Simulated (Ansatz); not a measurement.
A CCSD(T) single point on `[SiH3]O[AsH2]`.

```yaml
crystal:
  periodic: [false, false, false]
  atoms:
    - {symbol: Si, position_ang: [-0.635114, 1.096008, -0.375990]}
    - {symbol: O, position_ang: [-0.020916, -0.118964, 0.545659]}
    - {symbol: As, position_ang: [0.970984, -1.492123, -0.054477]}
    - {symbol: H, position_ang: [-1.525239, 0.562995, -1.443780]}
    - {symbol: H, position_ang: [0.450837, 1.879548, -1.026522]}
    - {symbol: H, position_ang: [-1.410850, 1.973663, 0.532512]}
    - {symbol: H, position_ang: [2.038908, -1.390600, 1.033953]}
    - {symbol: H, position_ang: [0.223591, -2.567625, 0.732746]}
basis:
  gaussian: {orbitals: def2-TZVPP}
correlation: {method: ccsd_t}
output: {orbitals: {seedname: orbitals}}
```

```sh
$ ansatz run in.yaml --threads 2 --pin off --events-out ev --progress --plain --max-ram 4352MiB
```

The program prints (abridged):

```
Functional definition: HF
1136 factors; integrals over basis functions are off by at most 9.9e-4 eV
mean field evaluation 1: about -70773.3216 eV, gradient 3.6e1 eV
mean field evaluation 2: about -70773.5527 eV, gradient 3.7e1 eV
mean field evaluation 4: about -70776.3960 eV, gradient 3.4e0 eV
mean field evaluation 8: about -70776.4505 eV, gradient 1.5e-1 eV
mean field -70776.45070446 eV, -2600.9865893874 hartree, gradient 2.7e-6 eV, S^2 0.000000; 0 other end points of the search recorded, 0 dependent functions left out
15 core orbitals not correlated: weight in the atoms' cores, before any rotation towards them, 1.000 or more for the frozen orbitals, at most 0.000 for the correlated occupied ones
reference -70776.45070446 eV, -2600.9865893874 hartree; 15, 15 occupied and 161, 161 virtual orbitals, 1136 factors
second order -17.32779857 eV of doubles, -0.00000000 eV of singles
cycle   1  -17.53146447 eV  change   -2.0e-1 eV  update   1.0e-1
cycle   2  -18.08497881 eV  change   -5.5e-1 eV  update   3.3e-2
cycle   3  -18.19787866 eV  change   -1.1e-1 eV  update   1.7e-2
cycle   4  -18.18348304 eV  change    1.4e-2 eV  update   3.9e-3
cycle   5  -18.18342525 eV  change    5.8e-5 eV  update   1.7e-3
cycle   6  -18.18384007 eV  change   -4.1e-4 eV  update   4.7e-4
cycle   7  -18.18353738 eV  change    3.0e-4 eV  update   2.0e-4
cycle   8  -18.18357183 eV  change   -3.4e-5 eV  update   6.7e-5
cycle   9  -18.18360223 eV  change   -3.0e-5 eV  update   2.6e-5
perturbative correction -0.63444966 eV, -0.0233155948 hartree
Total energy: -70795.26875634 eV, -2601.6781400388 hartree
```

Run time 92 s (2 threads of an Arm Neoverse V1 on a shared host); peak host memory 2 GiB.

MP2 recovers 92.1 % of the CCSD(T) correlation energy and the triples give 3.4 %; T1 = 0.0120.
